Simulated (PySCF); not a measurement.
# Electron correlation in N⁺ (nitrogen, charge +1)

[He] 2s1 2p2 3d1, one real determinant (an excited configuration). Calculation: PySCF 2.14, in dyall-acv3z; no relativity, point nucleus. Frozen: 1s2; 4 electrons correlated; the 18 highest virtual orbitals of each spin left out.

MP2 pair energies summed by pair of shells (mhartree):

```tsv
pair	energy	share (%)
2p-2p	-7.29	38.1
2s-2p	-5.69	29.7
2p-3d	-4.02	21.0
2s-3d	-2.14	11.2
```

Total MP2 correlation energy: -19.13 mhartree.

Same-spin part -19.13 and opposite-spin part 0.00 mhartree; SCS-MP2 scales them by 1/3 and 6/5 to -6.38 mhartree.

The reference is one real determinant that mixes LS terms of this configuration.
